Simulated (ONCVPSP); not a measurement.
**Before and after: ONCV potential for molybdenum**

```
Element                 : molybdenum
Generator               : ONCVPSP 4.0.1
Type                    : optimised norm-conserving Vanderbilt (ONCV)
Functional              : PBEsol
Relativity              : fully relativistic
Frozen core             : [Ar] 3d10
Valence charge          : 14
Reference configuration : 4s2 4p6 4d5 5s0.75 5p0.25
Partial waves           : 4s+5s: rc 1.85 bohr, ncon 4, nbas 7, qcut 5.3 1/bohr, 2 projectors; 4p+5p: rc 2.35 bohr, ncon 4, nbas 9, qcut 6.6 1/bohr, 2 projectors; 4d: rc 1.90 bohr, ncon 4, nbas 9, qcut 9.5 1/bohr, 1 projector
Local potential         : polynomial inside 1.85 bohr (lpopt 3, dvloc0 6 Ha)
Core correction         : Teter function, fcfact 5.75, rcfact 1.6
```

Open shells are filled in proportion to 2j + 1.

Change: core correction Teter function, fcfact 5.75, rcfact 2.

Cutoffs: the cutoffs (Ha) at which the residual kinetic energy of the hardest occupied pseudo-wave falls to 1 and 0.1 mHa per electron; they do not see the model core or the augmentation charge, which bear on the density cutoff. Errors are all-electron minus pseudo energies relative to the spin-unpolarised reference configuration.

Predict the effect on cutoff, ghosts and configuration errors.

The potential gets neither clearly harder nor softer (21 Ha and 27 Ha → 21 Ha and 27 Ha); of the 3 tests that both files solve, the error grows in 2 and shrinks in 0 by more than 15 % and 0.3 meV (median size 1.1 → 2.9 meV); neither file shows a bound ghost. A model core, the more so a compact one, raises the density cutoff, which this test does not measure.

| quantity | base | changed |
| --- | --- | --- |
| cutoff, loose | 21 Ha | 21 Ha |
| cutoff, tight | 27 Ha | 27 Ha |
| bound ghosts | none | none |
| GHOST(+) flags under 300 eV | none | none |
| tests with a reliable result | 3 of 4 | 3 of 4 |
| error for 4s2 4p6 4d5 5s1 5p0, meV [ΔE -0.78 eV] | -0.1 | -0.1 |
| error for 4s2 4p6 4d5 5s0 5p0, meV [ΔE 6.13 eV] | -1.1 | -2.9 |
| error for 4s2 4p6 4d4 5s2 5p0, meV [ΔE -0.60 eV] | -8.9 | -18 |
| s: phases at 1.88 bohr within 0.05 rad from the reference energy up to (Ha; the scan ends near 5) | to the end of the scan | to the end of the scan |
| p3/2: phases at 2.39 bohr within 0.05 rad from the reference energy up to (Ha; the scan ends near 5) | to the end of the scan | to the end of the scan |
| p1/2: phases at 2.39 bohr within 0.05 rad from the reference energy up to (Ha; the scan ends near 5) | 4.8 | 4.8 |
| d5/2: phases at 1.93 bohr within 0.05 rad from the reference energy up to (Ha; the scan ends near 5) | 1.6 | 1.6 |
| d3/2: phases at 1.93 bohr within 0.05 rad from the reference energy up to (Ha; the scan ends near 5) | 1.5 | 1.5 |
| rms error of d²Exc/dni dnj with the model core, mHa | 2.81 | 3.38 |
